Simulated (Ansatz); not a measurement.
Species: C$_{6}$H$_{10}$BCl, charge 0, multiplicity 1. SMILES: C=CCB(Cl)CC=C
Geometry from a B3LYP-D3(BJ)/def2-TZVP (Ansatz, a quantum-chemistry and plane-wave program) optimisation:
```
B
C 1 1.5685
H 2 1.0899 1 112.57
H 2 1.0961 3 108.63 1 -121.34
C 2 1.5081 3 110.36 4 -119.79
C 5 1.3274 2 124.75 3 -15.56
H 6 1.0821 5 121.35 2 -178.34
H 6 1.0838 7 117.05 5 179.78
H 5 1.0857 6 119.06 7 -1.07
C 1 1.5722 2 123.29 3 -167.99
H 10 1.0926 1 110.86 2 7.68
H 10 1.0980 11 107.39 1 -117.26
C 10 1.5040 11 109.95 12 -118.52
C 13 1.3268 10 124.84 11 -9.01
H 14 1.0821 13 121.41 10 -178.77
H 14 1.0843 15 116.89 13 179.82
H 13 1.0853 14 119.37 15 -0.63
Cl 1 1.7735 2 118.64 3 14.69
```

Wanted: atomisation energy (electronic, to ground-state atoms), in eV. Correlated levels leave the core frozen unless marked. UHF or UKS for open shells. Spin-orbit coupling is left out. No relativistic terms. The coupled-cluster limit lacks core correlation, which all-electron functionals hold. Basis-set limits of correlation are two-point, X^-3; Hartree-Fock from the larger set. The bracket is a focal-point correction in the basis named.

```tsv
level	program	atomisation energy (eV)	minus last row
HF/STO-3G	Ansatz	71.85	-5.86
HF/cc-pV(D+d)Z	Ansatz	58.17	-19.54
PBE-D4/def2-TZVPD	Ansatz + dftd4	79.83	2.12
PBE0/STO-3G	Ansatz	92.89	15.18
PBE0/def2-SVP	Ansatz	79.20	1.49
PBE0-D3(BJ)/def2-TZVPD	Ansatz + dftd3	78.75	1.04
r2SCAN0/def2-TZVPD	Ansatz	77.23	-0.48
LC-wPBE-D4/def2-TZVPD	Ansatz + dftd4	78.25	0.54
LC-wPBE/def2-TZVPD	Ansatz	77.74	0.03
B2GP-PLYP/def2-TZVPD	Ansatz	76.88	-0.83
B2PLYP-D4/def2-TZVPD	Ansatz + dftd4	77.28	-0.43
RI-MP2/cc-pV(T+d)Z	Ansatz	77.30	-0.41
CCSD(T)/STO-3G	Ansatz	80.76	3.05
CCSD(T)/6-31G*	Ansatz	71.94	-5.77
RI-MP2/CBS(aug-cc-pV(T+d)Z,aug-cc-pV(Q+d)Z)+[CCSD(T)-MP2]/aug-cc-pV(T+d)Z	Ansatz	77.71	0.00
```
